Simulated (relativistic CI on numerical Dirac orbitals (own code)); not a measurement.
Computed by Dirac-Coulomb-Breit CI, separate exchange-only KLI orbitals for each configuration, model QED (radiative potential, 1s self-energy scaled to tabulated hydrogen-like ionisation energies), unscaled Slater integrals (own radial code, finite nucleus).

The strongest absorption lines from the ground level of an ion, among the configurations computed and to levels below about 2890 eV (vacuum wavelength in nm, gf): 0.56889 (2.7), 0.56923 (1.9), 0.57013 (0.87), 0.57353 (0.84), 0.58499 (1.4), 0.58623 (0.75), 0.58811 (1.7), 0.58931 (0.77).

(1) Which ion is it?
A. Sr²⁷⁺
B. Sr²⁹⁺
C. Br²⁶⁺
D. Sr³¹⁺

## Answers

(1) B. Sr²⁹⁺ has 9 electrons and the ground level 2s²2p⁵ ²P°3/2; the strongest line goes to 2s²2p⁴3d ²F5/2. The pattern of lines fixes the number of electrons, and along that sequence the line energies rise steadily with the charge (about as its square where n changes within one kind of shell, about linearly where n is kept but much faster in heavy ions where fine structure, which grows about as Z⁴, sets the gap, and irregularly where shells cross), which fixes Z. Configurations outside the model, such as inner-shell arrays, can give stronger lines. At this charge energies of transitions that change n are usually good to better than 1 %, and those within a shell (Δn = 0) to a few per cent.

LS names give the leading component of a level, which can be under half, so a name can repeat, a term be missing and a line seem to break the LS rules.
